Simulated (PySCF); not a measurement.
Working out the ionisation energy of Si⁺

Si⁺ [Ne] 3s2 3p1 (2P) → Si²⁺ [Ne] 3s2 (1S). Calculation: PySCF 2.14, in aug-cc-pVDZ-DK (5s4p2d, 27 functions); scalar relativity by spin-free X2C-1e. Frozen: [Ne]. Energies in hartree (1 hartree = 27.21139 eV):

```csv
part,Si⁺ (lower),Si²⁺ (upper)
UHF,-289.172159,-288.591215
CCSD correlation,-0.053443,-0.043451
(T),-0.000678,0.000000
```

**Question.** What does Hartree-Fock give?

**Answer.** (-288.591215) − (-289.172159) = 0.580944 hartree = 15.808 eV.

**Question.** What do CCSD and CCSD(T) give?

**Answer.** The CCSD correlation energies differ by 0.009992 hartree = 0.272 eV and the triples by 0.000678 hartree = 0.018 eV, so CCSD gives 16.080 eV and CCSD(T) 16.098 eV.

Measured between the centres of the two terms (NIST): 16.322 eV, so CCSD(T) (valence) is off by -0.224 eV.

A double-zeta basis recovers only part of the correlation energy.

What remains against the reference includes basis incompleteness, the frozen core and higher excitations.
